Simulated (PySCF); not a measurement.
C5H3ClOS.
SMILES: `s1cc(cc1)C(=O)Cl`

Torsions of this conformer, `[O:1]=[C:2]([Cl:3])[c:4]1[cH:5][cH:6][s:7][cH:8]1`: O1–C2–C4–C5 0°.

The closed-shell ground state was solved at several levels (PySCF, density fitting, gas phase, non-relativistic). Isolated species at its PBE0-D3(BJ)/def2-SVP geometry (one conformer only).

| level | basis functions | total energy (Eh) | HOMO (eV) | LUMO (eV) | gap (eV) | dipole (D) |
| --- | --- | --- | --- | --- | --- | --- |
| PBE0/6-311+G(2d,p) | 250 | -1125.4583 | -7.69 | -2.07 | 5.62 | 3.61 |
| PBE0/6-31G* | 126 | -1125.3143 | -7.50 | -1.78 | 5.72 | 3.53 |
| PBE0/pcSseg-1 | 165 | -1125.2893 | -7.78 | -2.07 | 5.71 | 3.60 |
| PBE0/6-31G | 86 | -1125.1804 | -7.69 | -1.95 | 5.74 | 3.68 |
| PBE0/STO-3G | 51 | -1112.6099 | -5.49 | 1.02 | 6.51 | 3.96 |

(1) What might BHandHLYP/pcSseg-1 (165 basis functions) give for the same quantities?

(2) Over all these levels, which gives the widest orbital gap and which the narrowest?

(3) How much does the basis alone move the frontier levels among the 5 PBE0 rows?

(4) How far do the dipole and the HOMO energy spread over the levels?

Results:

(1) Total energy -1125.7101 Eh, HOMO -8.60 eV, LUMO -1.02 eV, gap 7.58 eV, dipole 3.65 D.

(2) BHandHLYP/pcSseg-1 (global hybrid, 50 % exact exchange) has the widest, 7.58 eV, and PBE0/6-311+G(2d,p) (global hybrid, 25 % exact exchange) the narrowest, 5.62 eV. Functional and basis both differ between the two, so the spread mixes both effects.

(3) The HOMO by 2.29 eV and the LUMO by 3.09 eV. By rising basis size (HOMO, LUMO in eV): STO-3G -5.49, 1.02; 6-31G -7.69, -1.95; 6-31G* -7.50, -1.78; pcSseg-1 -7.78, -2.07; 6-311+G(2d,p) -7.69, -2.07.

(4) The dipole runs from 3.53 to 3.96 D (mean 3.67 D) and the HOMO from -8.60 to -5.49 eV.
